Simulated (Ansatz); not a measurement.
Consider the substitution at a C–C bond: `CCC` + `OCS[SiH3]` → `COCS[SiH3]` + `CC`.

Gas-phase electronic energies from Ansatz, PBE0-D4/def2-TZVP geometries. CBS: MP2 limit from def2 TZ/QZ plus the TZ coupled-cluster correction, frozen cores. This one scheme is used for every species. Functionals use def2-TZVPP. One conformer a species, not always the lowest.

`CCC`:

```xyz
11

C    -0.635    0.529   -0.984
C     0.576    0.154   -0.147
C     0.208   -0.643    1.093
H    -1.338    1.137   -0.407
H    -1.172   -0.363   -1.320
H    -0.351    1.100   -1.871
H     1.278   -0.425   -0.758
H     1.112    1.062    0.148
H     1.090   -0.904    1.683
H    -0.301   -1.573    0.826
H    -0.468   -0.074    1.739
```

`OCS[SiH3]`:

Cartesian coordinates in Å:
```
O 0.318 1.058 -1.779
C -0.527 0.056 -1.321
S -1.330 0.411 0.293
Si 0.196 -0.317 1.581
H 1.043 1.167 -1.157
H -1.345 -0.023 -2.036
H -0.030 -0.918 -1.250
H -0.207 0.013 2.969
H 1.501 0.336 1.272
H 0.381 -1.784 1.427
```

`COCS[SiH3]`:

Z-matrix (Å, degrees):
```
C
O 1 1.409
H 1 1.089 2 106.9
H 1 1.098 2 110.9 3 -119.1
H 1 1.095 2 111.2 3 119.6
C 2 1.384 1 114.1 3 177.8
S 6 1.840 2 115.1 1 68.8
H 6 1.097 2 112.1 1 -50.6
H 6 1.090 2 106.9 1 -170.7
Si 7 2.133 6 97.9 2 55.6
H 10 1.484 7 105.8 6 166.1
H 10 1.485 7 112.7 6 -74.8
H 10 1.487 7 109.7 6 46.9
```

`CC`:

Z-matrix (Å, degrees):
```
C
C 1 1.519
H 1 1.093 2 111.4
H 1 1.093 2 111.4 3 120.0
H 1 1.093 2 111.4 3 -120.0
H 2 1.093 1 111.4 3 180.0
H 2 1.093 1 111.4 3 -60.0
H 2 1.093 1 111.4 3 60.0
```

| level | ΔE (kJ/mol) | difference from CCSD(T)/CBS |
| --- | --- | --- |
| r2SCAN-D4 | 29.5 | -4.1 |
| PBE0-D4 | 32.0 | -1.6 |
| ωB97X-V | 28.0 | -5.6 |
| B2PLYP | 29.4 | -4.2 |
| PBE0 | 34.2 | 0.6 |
| HF/def2-TZVPP | 27.7 | -5.9 |
| MP2/def2-TZVPP | 32.8 | -0.8 |
| MP2/def2-QZVPP | 34.8 | 1.2 |
| SCS-MP2/def2-QZVPP | 32.2 | -1.4 |
| CCSD/CBS(def2) | 34.4 | 0.8 |
| CCSD(T)/CBS | 33.6 | 0 |

Largest T1 diagnostic among the species: 0.012.

The D4 term adds −3.6 kJ/mol with B3LYP and −2.2 kJ/mol with PBE0; it sums over pairs of atoms, weighted by their polarisabilities, and B3LYP, whose exchange is more repulsive, gets the larger term.

B3LYP here is the variant with VWN-RPA as its local correlation; programs differ in this.
